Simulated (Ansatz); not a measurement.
A run for Ansatz (a quantum-chemistry and plane-wave program): R-r2SCAN/def2-TZVPP on CH3ITe (SMILES C[Te]I), a point of a torsion scan. Elements past Kr take the def2 small-core potentials; no spin–orbit coupling.

Ansatz 0.2 input:
```yaml
crystal:
  periodic: [false, false, false]
  atoms:
    - {symbol: C, position_ang: [-0.71983039, -0.05205589, 0.00048037]}
    - {symbol: Te, position_ang: [0.90363668, 1.36149464, -0.08285816]}
    - {symbol: I, position_ang: [2.83077382, -0.49551987, -0.15777292]}
    - {symbol: H, position_ang: [-0.85347269, -0.43603412, 1.00413142]}
    - {symbol: H, position_ang: [-1.61172110, 0.48756157, -0.29038191]}
    - {symbol: H, position_ang: [-0.55530060, -0.86783672, -0.69111818]}
basis:
  gaussian:
    orbitals: def2-TZVPP
hamiltonian:
  xc: {name: r2SCAN}
scf: {lower_state_search: off}
```

It printed:

```
WARN ansatz: RAYON_NUM_THREADS=1 ignored (pool sized by the plan → 1); use --threads N
Functional definition: r2SCAN
these checks for a lower state are left out or cut short: stability, starts, cluster_reference, orbital_swaps, neighbouring_geometries, increment
integrals: 0.09 GiB planned
1110 factors; their error is unknown
mean field: 0.62 GiB planned
mean field evaluation 1: about -16479.2999 eV, gradient 5.7e1 eV
mean field evaluation 2: about -16461.0426 eV, gradient 9.1e1 eV
mean field evaluation 4: about -16486.8750 eV, gradient 8.2e0 eV
mean field evaluation 8: about -16486.9784 eV, gradient 6.4e-2 eV
mean field evaluation 16: about -16486.8358 eV, gradient 1.6e-4 eV
mean field -16486.83581673 eV, -605.8800410860 hartree, gradient 4.3e-6 eV, S^2 0.000000; 0 other end points of the search recorded, 0 dependent functions left out
reference -16486.83582702 eV, -605.8800414644 hartree; 29, 29 occupied and 144, 144 virtual orbitals, 1110 factors
Total energy: -16486.83582702 eV, -605.8800414644 hartree
Checks for a lower state left out: stability, starts, cluster_reference, orbital_swaps, neighbouring_geometries, increment
```

Self-consistency was reached.

Cost: roughly 3.0 core-seconds.
